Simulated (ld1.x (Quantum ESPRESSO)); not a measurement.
# Configuration tests for beryllium (PAW)

* Element: Be (Z = 4)
* Generator: ld1.x (Quantum ESPRESSO) 7.5
* Type: PAW
* Functional: PBEsol
* Relativity: scalar-relativistic
* Frozen core: [He]
* Valence charge: 2
* Reference configuration: 2s1 2p0 (charge +1)
* Partial waves: 2s (bound): rcut 1.65, rcutus 1.90 bohr; 2s channel at 0.7 Ry: rcut 1.65, rcutus 1.90 bohr; 2p (bound, empty): rcut 4.45, rcutus 4.75 bohr; 2p channel at 0.35 Ry: rcut 4.45, rcutus 4.75 bohr
* Local potential: all-electron potential smoothed inside 4.40 bohr (lloc = -1)
* Core correction: Bessel-smoothed model core, default radius (core density twice the valence density)
* Augmentation charge: GAUSS, radius 1.90 bohr

Energies are relative to the spin-unpolarised reference configuration 2s1 2p0; without spin polarisation the order of configurations can differ from experiment.

```csv
valence configuration,charge,ΔE all-electron (eV),error AE − PS (meV)
2s2 2p0,0,-9.458,-1.7
2s1.5 2p0,+0.5,-5.736,-0.5
2s1 2p1,0,-5.864,+0.5
2s0 2p2,0,-2.246,-2.3
```

Question: What are ΔE and the potential's error for 2s0 2p1?

Answer: ΔE = 3.907 eV all-electron; the error (AE − PS) is 0.0 meV.
